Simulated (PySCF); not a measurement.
Compound: C4H8FNSi2.
InChI=1S/C4H8FNSi2/c1-3-7-4(5)8(3)2-6/h3-4,8H,7H2,1H3/t3-,4-,8-/m1/s1

The closed-shell ground state was solved at several levels (PySCF, density fitting, gas phase, non-relativistic). The structure is a single GFN2-xTB conformer in the gas phase; no vibrational or solvent corrections.

| level | basis functions | total energy (Eh) | HOMO (eV) | LUMO (eV) | gap (eV) | dipole (D) |
| --- | --- | --- | --- | --- | --- | --- |
| PBE0/def2-SVPD | 235 | -889.7977 | -8.13 | -1.24 | 6.89 | 3.25 |
| PBE0/pcSseg-1 | 190 | -890.1395 | -8.05 | -1.19 | 6.86 | 3.20 |

Question: What might wB97X-D/def2-SVPD (235 basis functions) give for the same quantities?

Answer: Total energy -890.2789 Eh, HOMO -9.97 eV, LUMO 0.50 eV, gap 10.47 eV, dipole 3.25 D.

Question: Over all these levels, which gives the widest orbital gap and which the narrowest?

Answer: wB97X-D/def2-SVPD (range-separated hybrid) has the widest, 10.47 eV, and PBE0/pcSseg-1 (global hybrid, 25 % exact exchange) the narrowest, 6.86 eV. Functional and basis both differ between the two, so the spread mixes both effects.

Question: How far do the dipole and the HOMO energy spread over the levels?

Answer: The dipole runs from 3.20 to 3.25 D (mean 3.23 D) and the HOMO from -9.97 to -8.05 eV.

The pairwise dispersion term of wB97X-D wasn't added to the energies; at a given geometry it leaves orbitals and properties as they are.
